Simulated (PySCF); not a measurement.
**Spin states and ions at one geometry of [OsO2(OH)3]+**

PySCF 2.14.0, RKS B3LYP, Os def2-SVP with ECP60, O def2-SVP, H def2-SVP; non-relativistic Hamiltonian with scalar-relativistic core potentials where named; density fitting; no spin-orbit coupling; singlets restricted, open shells unrestricted. The geometry is relaxed for charge +1, singlet, vacuum (a saddle point, kept by symmetry):

```xyz
9

Os    0.0000    0.0000    0.2029
O     0.0000    0.0000    1.9251
O     0.0000    0.0000   -1.5430
O     1.8485   -0.1340    0.2290
H     2.2744   -0.1648   -0.6571
O    -0.8082    1.6679    0.2290
H    -0.9945    2.0522   -0.6571
O    -1.0404   -1.5339    0.2290
H    -1.2800   -1.8873   -0.6571
```

Energies count from the relaxed state; an electron taken off or put on is at rest in vacuum. Charges and spins are Mulliken's.

**Question.** Order these states by energy, lowest first.
A. charge +2, doublet, vacuum
B. charge 0, doublet, vacuum
C. charge +1, triplet, vacuum
D. charge +1, singlet, vacuum

**Answer.** B (-8.26 eV), D (0.00 eV), C (2.23 eV), A (17.97 eV).

**Question.** How do charge and spin on the first atom follow?

**Answer.** 
```tsv
state	spin squared	charge on Os1 (e)	spin on Os1 (e)	dipole about the centre of mass (D)
charge +1, singlet, vacuum	0.00	1.33	0.00	4.06
charge +1, triplet, vacuum	2.02	1.28	0.40	3.99
charge +2, doublet, vacuum	0.78	1.47	-0.19	4.30
charge 0, doublet, vacuum	0.76	1.13	0.44	3.57
```

With an electron taken off (doublet) the charges change, summed by element, by Os +0.13 e, O +0.74 e, H +0.13 e. The vertical ionisation energy is 17.97 eV, against −ε(HOMO) = 15.49 eV of the relaxed state. The level lies 2.5 eV too high, as is usual for semilocal functionals and global hybrids, which keep a self-interaction error.

With an electron put on (doublet) the charges change, summed by element, by Os -0.21 e, O -0.62 e, H -0.17 e. The vertical electron affinity is 8.26 eV, against −ε(LUMO) = 10.80 eV of the relaxed state.

Open shells may have lower solutions than those found.
